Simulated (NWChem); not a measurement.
## Excited singlets of H4AlN by symmetry

```xyz
6

Al     0.0000     0.0000    -0.6574
H     -1.4182     0.0000    -1.3946
H      1.4182     0.0000    -1.3946
N      0.0000     0.0000     1.1285
H     -0.8364     0.0000     1.7180
H      0.8364     0.0000     1.7180
```
Charge 0, spin multiplicity 1.

Program: NWChem. Structure: optimised with PBE/def2-SVP, a minimum by its harmonic frequencies. It is one conformer; others weren't searched.

Basis set: aug-cc-pVDZ. Symmetry labels belong to the abelian group C2v used in the runs, with the axes of the coordinates shown. Entries are the lowest vertical excitation energy of each symmetry in eV (for CIS and TDDFT among the lowest few roots); a state of one symmetry need not have the same character in every method. Symmetries that some method's roots don't reach, or where a double excitation leads the EOM-CCSD root, are left out.

The correlated methods keep 6 core orbitals frozen. B3LYP has NWChem's definition, with VWN1-RPA local correlation. The structure started from a generated list of species. Coupled-cluster values serve here as a point of comparison, not as the truth.

| method | b2 | a2 | a1 |
|---|---|---|---|
| CIS | 6.82 | 7.03 | 7.47 |
| TD-PBE | 5.50 | 5.64 | 5.33 |
| TD-B3LYP | 5.78 | 5.99 | 5.74 |
| TD-LDA (SVWN5) | 5.63 | 5.50 | 5.36 |
| EOM-CCSD | 6.04 | 6.40 | 6.25 |
